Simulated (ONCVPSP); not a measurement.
# Reading a pseudo-wave (chromium (Cr))

Columns: radius, all-electron u(r) and pseudo u(r) of the 3s shell (level -77.05 eV) of chromium in the configuration [Ne] 3s2 3p6 3d5 4s0.5; PBEsol, scalar-relativistic, ONCV scheme, ONCVPSP 4.0.1.

| r (bohr) | all-electron | pseudo |
| --- | --- | --- |
| 0.065 | 0.1667 | 0.0929 |
| 0.130 | -0.3932 | 0.1899 |
| 0.195 | -0.6178 | 0.2939 |
| 0.260 | -0.4986 | 0.4060 |
| 0.325 | -0.1946 | 0.5247 |
| 0.390 | 0.1620 | 0.6465 |
| 0.455 | 0.4935 | 0.7657 |
| 0.520 | 0.7635 | 0.8759 |
| 0.585 | 0.9606 | 0.9703 |
| 0.650 | 1.0876 | 1.0435 |
| 0.715 | 1.1546 | 1.0917 |
| 0.780 | 1.1730 | 1.1130 |
| 0.845 | 1.1553 | 1.1083 |
| 0.910 | 1.1116 | 1.0801 |
| 0.975 | 1.0506 | 1.0325 |
| 1.040 | 0.9792 | 0.9705 |
| 1.105 | 0.9026 | 0.8993 |
| 1.170 | 0.8245 | 0.8236 |
| 1.235 | 0.7475 | 0.7474 |
| 1.300 | 0.6736 | 0.6735 |
| 1.365 | 0.6039 | 0.6038 |
| 1.430 | 0.5390 | 0.5390 |
| 1.495 | 0.4793 | 0.4792 |
| 1.560 | 0.4249 | 0.4248 |
| 1.625 | 0.3755 | 0.3755 |
| 1.690 | 0.3312 | 0.3311 |

Task: How many radial nodes do the two functions have?

Result: The all-electron 3s function has n − l − 1 = 2; the pseudo-wave has 0, since the states of the same l below it are removed with the core.

Task: At about which radius was the pseudo-wave matched?

Result: 1.30 bohr, where the columns begin to agree (steps of 0.07 bohr).

Task: Where does each function peak?

Result: Outermost all-electron maximum near 0.78 bohr, pseudo maximum near 0.78 bohr (to the table’s step).

Task: Is the pseudo-wave norm-conserving?

Result: Yes: the ONCV scheme keeps the norm inside the radius equal to the all-electron one, which fixes the energy derivative of the logarithmic derivative at the level.
